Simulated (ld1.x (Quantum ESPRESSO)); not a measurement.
O: excitation energies, all-electron against RRKJ

```json
{
 "Element": "O",
 "Generator": "ld1.x (Quantum ESPRESSO) 7.5",
 "Type": "norm-conserving RRKJ (Kleinman–Bylander form)",
 "Functional": "LDA (PZ)",
 "Relativity": "scalar-relativistic",
 "Frozen core": "[He]",
 "Valence charge": "6",
 "Reference configuration": "2s2 2p4",
 "Partial waves": "2s (bound): rc 0.75 bohr; 2p (bound): rc 1.05 bohr",
 "Local potential": "all-electron potential smoothed inside 0.75 bohr (lloc = -1)",
 "Core correction": "a·sin(br)/r model core inside 0.70 bohr"
}
```

Energies are relative to the spin-unpolarised reference configuration 2s2 2p4; without spin polarisation the order of configurations can differ from experiment. Spin-polarised rows fill each open shell by Hund’s rule, majority spin first. The frozen-core shift is the all-electron ΔE with the core orbitals held at their reference shape minus the fully relaxed ΔE.

```
   valence configuration  charge  ΔE all-electron (eV)  error AE − PS (meV)  frozen-core shift (meV)
                 2s2 2p3      +1                16.584                 +3.5                     +0.1
                 2s2 2p1      +3               104.255                 +246                     +7.3
                 2s0 2p6       0                29.228                  +50                     +2.0
                 2s1 2p4      +1                31.422                 +2.9                     +0.7
               2s2 2p3.5    +0.5                 6.366                 +0.2                      0.0
                 2s2 2p0      +4               181.211                 +856                      +28
2s2 2p4 (spin-polarised)       0                -1.409                 +112                     +1.5
2s2 2p3 (spin-polarised)      +1                12.572                 +360                     +5.1
```

**Question.** What are ΔE and the potential's error for 2s2 2p2?

**Answer.** ΔE = 50.292 eV all-electron; the error (AE − PS) is +48 meV.

Levels in the configuration 2s2 2p0:

| level | all-electron (eV) | pseudo (eV) |
| --- | --- | --- |
| 2s | -102.255 | -101.744 |
